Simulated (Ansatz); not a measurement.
```xyz
10

C     1.438    0.516    0.712
C     0.542   -0.094   -0.058
Se    1.092   -1.312   -1.425
Si   -1.272    0.275   -0.039
F    -1.603    1.207    1.219
H     2.502    0.303    0.661
H     1.122    1.265    1.432
H    -0.105   -2.162   -1.332
H    -2.038   -0.989    0.098
H    -1.678    0.992   -1.269
```

The species carries charge 0 and has multiplicity 1.

List the PBE/def2-TZVPP orbital energies in eV (Ansatz 0.2.0). (Best estimate.)

The calculation gave: Occupied: -12302.74, -1780.58, -1562.71, -1403.49, -1403.47, -1403.39, -659.91, -270.02, -269.43, -205.70, -151.05, -150.96, -150.74, -138.23, -95.03, -94.94, -94.92, -54.17, -54.16, -53.98, -53.91, -53.88, -29.61, -19.98, -17.61, -14.52, -12.99, -11.72, -11.15, -10.73, -10.42, -9.74, -9.39, -8.51, -7.70, -7.48, -5.74. Lowest empty: -1.82, -1.07, -0.81, -0.03, 0.62, 1.22, 1.68, 2.03.
